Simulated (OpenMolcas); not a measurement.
# F2+: effect of the level shift or regulariser

```json
{"Program": "OpenMolcas 26.06", "Basis": "ANO-L-VTZP [4s3p2d1f]", "Scalar Hamiltonian": "non-relativistic, point nucleus", "Active space": "5 electrons in 4 orbitals (2s 2p)", "State averaging": "2S+1 = 4 odd, 1 root; 2S+1 = 2 odd, 8 roots; 2S+1 = 4 even, 3 roots; 2S+1 = 2 even, 9 roots", "Spin-orbit coupling": "RASSI with atomic mean-field integrals over the reference wave functions, term energies averaged over their components"}
```

Methods on the same reference wave functions:
A. CASSCF
B. SS-CASPT2, IPEA 0.25 Eh, imaginary shift 0.1 Eh (closed shells correlated: 1s)
C. SS-CASPT2, IPEA 0.25 Eh, imaginary shift 0.3 Eh (closed shells correlated: 1s)

Energies in cm⁻¹ above 2s² 2p³ ⁴S°_3/2, the measured ground level; measured values from Moore, Atomic Energy Levels, vol. I, NSRDS-NBS 35 (1971 reprint of NBS Circular 467, 1949).

| Level | A | B | C | Measured |
| --- | --- | --- | --- | --- |
| 2s² 2p³ ⁴S°_3/2 | 0.0 | 0.0 | 0.0 | 0.0 |
| 2s² 2p³ ²D°_3/2 | 37619 | 34970 | 34970 |  |
| 2s² 2p³ ²D°_5/2 | 37631 | 34980 | 34980 |  |
| 2s² 2p³ ²P°_3/2 | 51649 | 52280 | 52280 |  |
| 2s² 2p³ ²P°_1/2 | 51650 | 52290 | 52290 |  |
| 2s 2p⁴ ⁴P_5/2 | 152273 | 151910 | 151910 | 151898 |
| 2s 2p⁴ ⁴P_3/2 | 152582 | 152210 | 152220 | 152235 |
| 2s 2p⁴ ⁴P_1/2 | 152766 | 152400 | 152400 | 152410 |
| 2s 2p⁴ ²D_3/2 | 221741 | 211870 | 211880 | 210256 |
| 2s 2p⁴ ²D_5/2 | 221742 | 211870 | 211880 | 210240 |
| 2s 2p⁴ ²S_1/2 | 258471 | 250980 | 250980 | 248260 |
| 2s 2p⁴ ²P_3/2 | 285239 | 271850 | 271850 | 266559 |
| 2s 2p⁴ ²P_1/2 | 285606 | 272220 | 272220 | 266943 |

Deviations, from unrounded energies. A percentage is the sum of absolute deviations over the sum of measured energies, with the sign that they share, or ± where signs differ.

```json
{"Against measurement": "mean absolute deviation (cm-1)", "Levels": "8", "A": "9000", "B": "2100", "C": "2100"}
{"Against measurement": "other configurations (%)", "Levels": "8", "A": "+4.3", "B": "±1.0", "C": "±1.0"}
```

B, C lie about equally close to measurement and A furthest from it. The largest miss of B in the table is 2s 2p⁴ ²P_3/2, by +5300 cm-1. The ranking rests on the paired levels alone, and a cruder setting can come out closer through cancelling errors.

Between B and C the level of the table that moves most is 2s 2p⁴ ²S_1/2, by 8.2 cm-1 (lowest in B, highest in C). Moves below CASPT2's spread within the term are not significant.

The two smallest mean deviations differ by little beside CASPT2's spread within terms, so their order carries little weight.

From A to B the spin-free energies of the other terms of 2s² 2p³ shown, above ⁴S°, scale by factors of 0.93 to 1.01.

The lowest spin-free term lies below A's lowest term by 0.110 hartree in B, 0.110 hartree in C.

CASPT2 breaks the degeneracy within a term, and the mean is taken; among the terms shown or strongly mixed into the levels shown the widest spread is 370 cm-1 (2s 2p⁴ ²D, B). Computed and measured levels are paired by configuration, term and J; levels that our copy of the source lacks, or whose pairing is in doubt (as where it misses far off the trend of its configuration), stay unpaired and out of the deviations. Levels of configurations outside the active space are missing.

° marks odd parity.
